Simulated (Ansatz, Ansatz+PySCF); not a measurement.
```xyz
3

C     0.0000    0.0000   -0.5911
F     0.0000    1.0238    0.1970
F     0.0000   -1.0238    0.1970
```

Basis set: def2-SVP (spherical functions). Correlated methods keep 3 orbitals frozen. Charge 0, multiplicity 1.

Computed with Ansatz (development build ahead of 0.2.0); each method stands on the lowest determinant of its kind that the runs found. Restricted open shells among the atoms or ions are ROHF, correlated in semicanonical orbitals with singles. Restricted functionals stand beside restricted open-shell atoms, which can lie above the unrestricted atoms usual in DFT and then raise those values.

The atomization energy at this shape (free ground-state atoms in the same class of orbitals less the molecule, no zero-point energy) of singlet CF₂:

| method | atomization energy |
| --- | --- |
| ωB97X (restricted) | 266.71 kcal/mol |
| ωB97X (unrestricted) | 263.18 kcal/mol |
| r²SCAN (restricted) | 267.33 kcal/mol |
| r²SCAN (unrestricted) | 262.85 kcal/mol |
| PBE (unrestricted) | 283.46 kcal/mol |
| PBE (restricted) | 285.67 kcal/mol |
| PBE0 (unrestricted) | 262.74 kcal/mol |
| PBE0 (restricted) | 265.71 kcal/mol |
| RHF-CCSD(T) | 242.74 kcal/mol |
| RHF-MP2 | 254.59 kcal/mol |
| UHF-MP2 | 251.73 kcal/mol |
| UHF | 160.10 kcal/mol |
| RHF | 166.82 kcal/mol |

**Question.** What does RHF-CCSD give?

**Answer.** 237.30 kcal/mol. Caution for UHF-MP2: another reference gives a lower total. Caution for UHF-MP2, UHF: the determinant breaks the point group; the unrestricted determinant is spin contaminated.
